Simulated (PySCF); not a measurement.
# Basis and Hamiltonian dependence of the ionisation energy of Sr

Sr [Kr] 5s2 (1S) → Sr⁺ [Kr] 5s1 (2S). All values are computed (PySCF 2.14, energy differences of UHF-based or UKS calculations, no spin-orbit coupling). Values in eV.

| basis | Hamiltonian | functions | UHF | r2SCAN | PBE0 | MP2 (valence) | CCSD(T) (valence) | CCSD(T) (valence and next inner shell) |
| --- | --- | --- | --- | --- | --- | --- | --- | --- |
| def2-TZVP with the def2 core potential (28 electrons) | ECP | 33 | 4.744 | 5.432 | 5.619 | 5.217 | 5.443 | n/a |
| Sapporo-DKH3-DZP-2012 | spin-free X2C | 35 | 4.750 | n/a | n/a | 5.115 | 5.411 | n/a |
| def2-TZVPPD with the def2 core potential (28 electrons) | ECP | 40 | 4.744 | 5.432 | 5.619 | 5.217 | 5.443 | 5.610 |
| aug-cc-pVDZ-X2C | spin-free X2C | 45 | 4.752 | 5.449 | 5.648 | 5.189 | 5.437 | n/a |
| ANO-RCC-VTZP | spin-free X2C | 47 | 4.742 | 5.428 | 5.615 | 5.197 | 5.440 | 5.595 |
| def2-QZVPPD with the def2 core potential (28 electrons) | ECP | 63 | 4.743 | 5.429 | 5.614 | 5.251 | 5.449 | 5.653 |
| aug-cc-pVTZ-X2C | spin-free X2C | 68 | 4.746 | 5.423 | 5.611 | 5.249 | 5.450 | n/a |
| x2c-TZVPPall | spin-free X2C | 79 | 4.746 | 5.428 | 5.622 | 5.245 | 5.444 | 5.657 |
| aug-cc-pwCVTZ-X2C | spin-free X2C | 93 | 4.744 | 5.426 | 5.615 | 5.259 | 5.451 | 5.660 |
| x2c-TZVPPall with one added diffuse shell each of s, p, d, f type | spin-free X2C | 95 | 4.746 | 5.427 | 5.620 | 5.248 | 5.446 | 5.658 |
| aug-cc-pVQZ-X2C | spin-free X2C | 102 | 4.746 | 5.429 | 5.626 | 5.261 | 5.448 | n/a |
| aug-cc-pwCVTZ-X2C with one added diffuse shell each of s, p, d, f type | spin-free X2C | 109 | 4.744 | 5.426 | 5.615 | 5.259 | 5.451 | 5.661 |
| x2c-QZVPPall | spin-free X2C | 111 | 4.744 | 5.424 | 5.612 | 5.262 | 5.450 | n/a |
| dyall-av2z | non-relativistic | 125 | 4.673 | 5.355 | 5.536 | 5.158 | 5.389 | n/a |

Extrapolation of CCSD(T) (valence) from aug-cc-pVTZ-X2C and aug-cc-pVQZ-X2C: the correlation parts are 0.704 and 0.702 eV; with the X⁻³ form and unrounded values, (4³ × 0.702 − 3³ × 0.704)/(4³ − 3³) = 0.701 eV, and adding the Hartree-Fock value 4.746 eV of the larger basis gives 5.447 eV.

Frozen in the all-electron rows: valence: [Kr]; valence and next inner shell: [Ar] 3d10; with a core potential, the same shells as far as they lie outside it.

Non-relativistic rows lack the scalar-relativistic shift.

Reference for a calculation without spin-orbit coupling: 5.695 eV (measured, between term centres; NIST).
